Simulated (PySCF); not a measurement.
SMILES [OH][Al-]([OH])([OH])[OH] (charge -1) (CAM-B3LYP/def2-SVP optimised geometry):

```
9

Al    -0.380    -0.065     0.000
O      1.391    -0.065     0.000
H      1.712     0.754    -0.390
O     -0.868    -1.032     1.401
H     -0.169    -1.015     2.062
O     -0.871     1.637     0.000
H     -1.712     1.728    -0.457
O     -1.173    -0.800    -1.403
H     -1.351    -1.728    -1.221
```

Computed with CAM-B3LYP/def2-TZVPD (PySCF).

Task: What are the frontier orbital energies?

Result: HOMO-2 -5.04 eV, HOMO-1 -4.60 eV, HOMO -4.59 eV, LUMO 3.83 eV, LUMO+1 4.84 eV.

On the same geometry PBE/def2-TZVPD run with PySCF gives HOMO-2 -1.84 eV, HOMO-1 -1.42 eV, HOMO -1.42 eV, LUMO 2.87 eV, LUMO+1 3.87 eV.

Meta-Löwdin charges at CAM-B3LYP/def2-TZVPD: Al1 1.21, O2 -0.86, H3 0.31, O4 -0.86, H5 0.31, O6 -0.86, H7 0.31, O8 -0.86, H9 0.31.
